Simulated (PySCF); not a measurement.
C8H7F3O.
Atom-mapped SMILES: `[O:1]=[C:2]1[CH:3]=[CH:4][C@H:5]([C:6]([F:7])=[C:8]([F:9])[F:10])[CH2:11][CH2:12]1` (hydrogens: H13 on C3; H14 on C4; H15 on C5; H16, H17 on C11; H18, H19 on C12)

Theory: PBE0-D3(BJ)/def2-SVP geometry optimisation, gas phase (PySCF).

Q: What internal coordinates does the optimisation give?

A: 
```tsv
bond	length (Å)
O1=C2	1.211
C2–C3	1.479
C3=C4	1.341
C4–C5	1.508
C5–C6	1.491
C6–F7	1.337
C6=C8	1.333
C8–F9	1.313
C8–F10	1.307
C5–C11	1.534
C11–C12	1.521
C2–C12	1.514
C3–H13	1.093
C4–H14	1.095
C5–H15	1.106
C11–H16	1.102
C11–H17	1.100
C12–H18	1.106
C12–H19	1.099
```

A selection of angles:
```tsv
angle	degrees
O1–C2–C3	121.7
O1–C2–C12	122.4
C3–C2–C12	115.8
C2–C3–C4	122.5
C3–C4–C5	123.4
C4–C5–C6	110.9
C4–C5–C11	110.9
C6–C5–C11	111.2
C5–C6–F7	115.6
C5–C6–C8	126.0
F7–C6–C8	118.3
C6–C8–F9	123.3
C6–C8–F10	124.6
F9–C8–F10	112.1
C5–C11–C12	111.5
C2–C12–C11	112.6
```

Dihedral angles: O1–C2–C3–C4 -179° (antiperiplanar); C2–C3–C4–C5 2° (synperiplanar); C3–C4–C5–C6 145° (anticlinal); C4–C5–C6–F7 -61° (synclinal); C5–C6–C8–F9 -1° (synperiplanar); C4–C5–C11–C12 -48° (synclinal); C5–C11–C12–C2 55° (synclinal); O1–C2–C12–C11 150°.

The 6-membered ring C2–C3–C4–C5–C11–C12 has internal angles of 110.9° to 123.4° (sum 697°, against 720° for a flat polygon); it is puckered, 0.19 Å rms from its mean plane, widest ring torsion 55°. The 3 C–F bonds span 1.307 Å (C8–F10, drawn single) to 1.337 Å (C6–F7, drawn single), a spread of 0.030 Å. Of the pairs four or more bonds apart, F9···H15 is among the closest relative to their van der Waals radii: 2.47 Å, 92 % of the sum of Bondi's values. The C–C distances run from 1.333 Å (C6=C8, drawn double) to 1.534 Å (C5–C11, drawn single), a spread of 0.201 Å.

Point group: C1 (no symmetry element, even within 0.4 Å). Not checked by PBE0-D3(BJ)/def2-SVP frequencies. One conformer, not necessarily the lowest.

Cost: about 8 min of CPU time on one thread; the machine was shared, so the figure is rough. These figures are those of the optimisation.
